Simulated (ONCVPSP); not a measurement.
**What one change does to a pseudopotential (Pb (Z = 82), ONCV)**

```
Element                 : lead (Pb)
Generator               : ONCVPSP 4.0.1
Type                    : optimised norm-conserving Vanderbilt (ONCV)
Functional              : PBE
Relativity              : scalar-relativistic
Frozen core             : [Xe] 4f14 5d10
Valence charge          : 4
Reference configuration : 6s2 6p2
Partial waves           : 6s: rc 1.80 bohr, ncon 4, nbas 7, qcut 3 1/bohr, 3 projectors, debl 2.1 Ha; 6p: rc 2.40 bohr, ncon 4, nbas 7, qcut 3.6 1/bohr, 3 projectors, debl 2.5 Ha
Local potential         : polynomial inside 1.35 bohr (lpopt 5, dvloc0 1 Ha)
Core correction         : Teter function, fcfact 5.25, rcfact 1.65
```

Change: core correction Teter function, fcfact 5.25, rcfact 2.08.

Cutoffs: the cutoffs (Ha) at which the residual kinetic energy of the hardest occupied pseudo-wave falls to 1 and 0.1 mHa per electron; they do not see the model core or the augmentation charge, which bear on the density cutoff. Errors are all-electron minus pseudo energies relative to the spin-unpolarised reference configuration.

Problem. How do hardness, ghosts and transferability respond?

Solution. The potential gets neither clearly harder nor softer (11 Ha and 23 Ha → 11 Ha and 23 Ha); both files keep a bound ghost (s); of the 4 tests that both files solve, the error grows in 4 and shrinks in 0 by more than 15 % and 0.3 meV (median size 312.8 → 522.3 meV). A model core, the more so a compact one, raises the density cutoff, which this test does not measure.

```tsv
quantity	base	changed
cutoff, loose	11 Ha	11 Ha
cutoff, tight	23 Ha	23 Ha
bound ghosts	s	s
GHOST(+) flags under 300 eV	s at 27.8 eV, p at 109.4 eV	s at 27.8 eV, p at 109.4 eV
error for 6s2 6p1, meV [ΔE 6.58 eV]	-109	-187
error for 6s2 6p0, meV [ΔE 20.02 eV]	-517	-857
error for 6s1 6p0, meV [ΔE 52.43 eV]	-1358	-1929
error for 6s1 6p3, meV [ΔE 8.74 eV]	-46	-62
s: phases at 1.83 bohr within 0.05 rad from the reference energy up to (Ha; the scan ends near 5)	to the end of the scan	to the end of the scan
p: phases at 2.43 bohr within 0.05 rad from the reference energy up to (Ha; the scan ends near 5)	3.7	3.7
rms error of d²Exc/dni dnj with the model core, mHa	4.92	9.18
```

Base: The cutoffs count occupied waves only; projector 3 of the s channel, the hardest unoccupied one, needs 62 Ha at the loose tolerance. Changed file: The cutoffs count occupied waves only; projector 3 of the s channel, the hardest unoccupied one, needs 62 Ha at the loose tolerance. A true bound ghost makes a file unfit for plane-wave use even where its test errors are small: the radial tests pick states by their node count and pass the ghost by.
